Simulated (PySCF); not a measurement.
**Pr(OH)3 at several levels of theory**

Computed with PySCF 2.14.0 (density fitting, no spin-orbit coupling) at the geometry relaxed with PBE0:

```xyz
7
Pr(OH)3 (singlet in the valence; each metal's 4f electrons, 2 of them, lie in its core potential, out of spins and levels)
Pr    0.0000    0.0000   -0.3228
O     2.0955    0.0000    0.0689
H     3.0021    0.0000    0.3758
O    -1.0478    1.8148    0.0689
H    -1.5011    2.5999    0.3758
O    -1.0478   -1.8148    0.0689
H    -1.5010   -2.5999    0.3758
```

| level | basis | state | HOMO (eV) | gap (eV) | charge on Pr1 (e) | population of f-type functions on Pr1 (polarisation alone where 4f lies in the core) | dipole about the centre of mass (D) | largest force component (eV/Å) |
| --- | --- | --- | --- | --- | --- | --- | --- | --- |
| PBE0 | Pr lcecp-1-SVP with ECP48, O def2-SVP, H def2-SVP | singlet | -7.46 | 6.24 | 1.13 | 0.12 | 1.37 | 0.01 |
| BP86 | the same | singlet | -5.89 | 4.13 | 0.92 | 0.11 | 1.23 | 0.61 |
| M06-L | the same | singlet | -5.93 | 5.09 | 1.26 | 0.11 | 1.45 | 0.31 |

In the lcecp rows the 4f levels are missing from HOMO and gap, and the state counts the valence alone.

Charges are Mulliken's, which hang on the basis. The relaxation used the grid (50, 194), these runs (75, 302) or, all-electron (x2c bases, spin-free X2C Hamiltonian), (99, 590).

Task: What does PBE0 with Pr lcecp-1-TZVP with ECP48, O def2-TZVP, H def2-TZVP give here?

Result: state singlet, HOMO (eV) -7.75, gap (eV) 6.48, charge on Pr1 (e) 1.62, population of f-type functions on Pr1 (polarisation alone where 4f lies in the core) 0.13, dipole about the centre of mass (D) 1.55, largest force component (eV/Å) 0.28. Time: 8.5 s on 2 threads of Intel(R) Xeon(R) 6975P-C (Granite Rapids), with other jobs on the host, from free ions and atoms.

In the first row's basis the gap widens with exact exchange: 4.1 to 5.1 eV for BP86, M06-L (none); 6.2 eV for PBE0 (a fixed share).

An lcecp potential fixes the number of 4f electrons, so in runs with it no electron can move into or out of that shell.
